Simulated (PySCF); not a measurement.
[Zn(H)(SH)] (charge 0, multiplicity 1)

Computed with PySCF with TPSSh-D3(BJ)/def2-TZVP // PBE-D3(BJ)/def2-SVP.

The HOMO is -6.65 eV and the dipole moment is 1.18 D. The HOMO–LUMO gap is 5.60 eV and the LUMO is -1.05 eV. The charge on the central atom (Mulliken) comes out as 0.25 e. The charge on the central atom (meta-Löwdin) comes out as 0.97 e. The total energy is -59289.14 eV and the cost is very roughly 30 core-seconds.

```xyz
4

Zn     0.0549    -0.0074    -0.0677
H      1.2526    -0.5371     0.7385
S     -1.6595     0.7555    -1.1966
H     -1.1554     0.2577    -2.3632
```
Charge 0, spin multiplicity 1.
